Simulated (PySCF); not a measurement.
## Relaxation of quartet RhH₄

All numbers come from PySCF, UPBE0, basis Rh def2-TZVP with ECP28, H def2-TZVP (scalar-relativistic core potentials, no spin–orbit coupling, density fitting). A (50,194) grid was used.

A hand-made square planar start, of D4h symmetry, held to at least that symmetry:

```xyz
5
charge 0 multiplicity 4, angstrom
Rh    0.0000    0.0000    0.0000
H     1.5700    0.0000    0.0000
H     0.0000    1.5700    0.0000
H    -1.5700    0.0000    0.0000
H     0.0000   -1.5700    0.0000
```

Optimiser trace:
| step | E − E(last) (kJ/mol) | largest gradient (Eh/bohr) |
| --- | --- | --- |
| 0 | 15.47 | 0.02127 |
| 1 | 4.36 | 0.01065 |
| 2 | 0.14 | 0.00178 |
| 3 | 0.00 | 0.00017 |
| 4 | 0.00 | 0.00000 |

It ends at D4h with Rh–H 1.648 Å (×4); H–Rh–H 90.0° (×4), H–Rh–H 180.0° (×2). No frequency check is given, so it may be a saddle point. Other isomers or separated fragments may lie lower.

Final geometry:
Coordinates in bohr (charge 0 multiplicity 4):
```
Rh    0.0000    0.0000    0.0000
H     3.1144    0.0000    0.0000
H     0.0000    3.1144    0.0000
H    -3.1144    0.0000    0.0000
H     0.0000   -3.1144    0.0000
```

With open d or f shells other occupations or spin states may lie lower. At this level a doublet minimum of D2d symmetry lies 394 kJ/mol below this structure.
